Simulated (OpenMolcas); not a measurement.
## Lu I: the spin-orbit constant, worked from levels

| Quantity | Value |
| --- | --- |
| Program | OpenMolcas |
| Basis | ANO-RCC-VQZP [9s8p6d4f3g2h] |
| Scalar Hamiltonian | DKH2, point nucleus |
| Active space | 3 electrons in 6 orbitals (5d 6s) |
| State averaging | 2S+1 = 4 even, 20 roots (10 in the spin-orbit step); 2S+1 = 2 even, 30 roots |
| Spin-orbit coupling | state interaction with AMFI integrals over the reference wave functions, term energies averaged over their components |

Methods: CASSCF; MS-CASPT2, IPEA 0.25 Eh, imaginary shift 0.1 Eh (closed shells correlated: 5s 5p). Measured levels: NIST Handbook of Basic Atomic Spectroscopic Data.

**The spin-orbit constant.** For the Hund term 2D of d1, E(J) = (A/2) J(J+1) + constant and ζ = 2S·A = A. From J = 3/2 to J = 5/2 the energy changes by 2.5 A.

| Source | E(5/2) - E(3/2) | A | ζ |
| --- | --- | --- | --- |
| CASSCF | 1818.9 | 727.6 | 728 |
| MS-CASPT2 | 1890.6 | 756.2 | 756 |
| measured | 1993.9 | 797.6 | 798 |

All in cm-1. MS-CASPT2 is off by -5.2 % and CASSCF by -8.8 %. Both methods take the spin-orbit matrix elements from the reference wave functions, so the second can move ζ only through the term energies and any multistate remixing.

CASPT2 does not keep the components of a term degenerate, so their means are used; among the terms shown or strongly mixed into the levels shown the widest spread is 190 cm-1 (5d 6s2 2D, MS-CASPT2). Over all roots computed the reference weight is 0.86 to 0.93 in MS-CASPT2; the roots of lowest weight are the least certain, and an intruder state may touch them. Some high roots are left out of the spin-orbit mixing, which shifts the levels that they would mix with. Without dynamic correlation excited terms often stand tens of per cent too high (terms of higher spin than the ground term too low), and those without a measured partner can miss by more than the paired ones (holds for CASSCF). Computed and measured levels are paired by configuration, term and J; levels that our copy of the source lacks, or whose pairing is in doubt (as where it misses far off the trend of its configuration), stay unpaired and out of the deviations. Levels of configurations outside the active space are missing.
